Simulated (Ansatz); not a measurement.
Mulliken charges of CH$_{5}$BrOSi, SMILES `O[SiH2]CBr` from r2SCAN/def2-TZVPP in Ansatz (PBE0-D4/def2-TZVP geometry).

```json
{"atom": "O1", "x (Å)": "-0.543", "y (Å)": "1.828", "z (Å)": "-0.358", "charge (e)": "-0.424"}
{"atom": "Si2", "x (Å)": "0.242", "y (Å)": "0.595", "z (Å)": "0.403", "charge (e)": "0.484"}
{"atom": "C3", "x (Å)": "-0.293", "y (Å)": "-1.075", "z (Å)": "-0.265", "charge (e)": "-0.190"}
{"atom": "Br4", "x (Å)": "0.671", "y (Å)": "-2.409", "z (Å)": "0.777", "charge (e)": "-0.141"}
{"atom": "H5", "x (Å)": "-0.186", "y (Å)": "2.153", "z (Å)": "-1.185", "charge (e)": "0.202"}
{"atom": "H6", "x (Å)": "-0.132", "y (Å)": "0.670", "z (Å)": "1.831", "charge (e)": "-0.064"}
{"atom": "H7", "x (Å)": "1.713", "y (Å)": "0.706", "z (Å)": "0.219", "charge (e)": "-0.083"}
{"atom": "H8", "x (Å)": "-1.355", "y (Å)": "-1.274", "z (Å)": "-0.130", "charge (e)": "0.113"}
{"atom": "H9", "x (Å)": "-0.028", "y (Å)": "-1.241", "z (Å)": "-1.309", "charge (e)": "0.103"}
```

Problem. By hand: the dipole of these point charges (1 e Å = 4.8032 D).

Solution. Σ q r = (-0.019, 0.118, -0.237) e Å, of length 0.265 e Å = 1.27 D.

Problem. How does the dipole of the full density compare? (Best estimate.)

Solution. Computed: (-0.042, 0.204, -0.436) e Å, 2.32 D; the point charges give 0.55 times that, at 2° from its direction.

Point charges leave out the atoms' own dipoles, such as those of lone pairs, and Mulliken's split depends on the basis, so the two needn't agree.
